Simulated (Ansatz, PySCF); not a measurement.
This Ansatz (an electronic-structure program) input computes a BLYP/def2-TZVPD energy:

Ansatz 0.2 input:
```yaml
crystal:
  periodic: [false, false, false]
  atoms:
    - {symbol: Si, position_ang: [0.46092426, 0.05172233, -0.13674938]}
    - {symbol: Br, position_ang: [0.40127070, -0.67108094, 1.95964064]}
    - {symbol: Br, position_ang: [-0.49668634, -1.41434405, -1.47192337]}
    - {symbol: Br, position_ang: [-0.58980467, 1.99896187, -0.32113847]}
    - {symbol: N, position_ang: [2.13519857, 0.18647064, -0.54411225]}
    - {symbol: H, position_ang: [2.58338163, 0.99680234, -0.10698126]}
basis:
  gaussian:
    orbitals: def2-TZVPD
hamiltonian:
  xc: {name: BLYP}
magnetization: {spin_polarized: true, initial_magnetization: 1}
output: {forces: true}
```

Task: Write an input for the same energy in PySCF and say what it gives.

Result: 
```python
from pyscf import gto, scf, dft

mol = gto.M(
    atom='''
    Si    0.46092426    0.05172233   -0.13674938
    Br    0.40127070   -0.67108094    1.95964064
    Br   -0.49668634   -1.41434405   -1.47192337
    Br   -0.58980467    1.99896187   -0.32113847
    N     2.13519857    0.18647064   -0.54411225
    H     2.58338163    0.99680234   -0.10698126
    ''',
    basis='def2-tzvpd',
    charge=0,
    spin=1,
    verbose=4,
)

mf = dft.UKS(mol, xc='blyp').density_fit(auxbasis='def2-universal-jkfit')
mf.grids.level = 3
mf.conv_tol = 1e-9
mf.max_cycle = 100
mf.max_memory = 1500
mf.kernel()
if not mf.converged:
    mf = mf.newton()
    mf.kernel(mf.make_rdm1())
for _ in range(2):
    mo, _, stable, _ = mf.stability(return_status=True)
    if stable:
        break
    mf.kernel(mf.make_rdm1(mo, mf.mo_occ))
mf.analyze()
```
It gives -8067.50890 Eh, and Ansatz -8067.50881 Eh, a difference of 0.09 mEh, from the treatment of integrals and grids.

It need not be the lowest isomer of its formula.
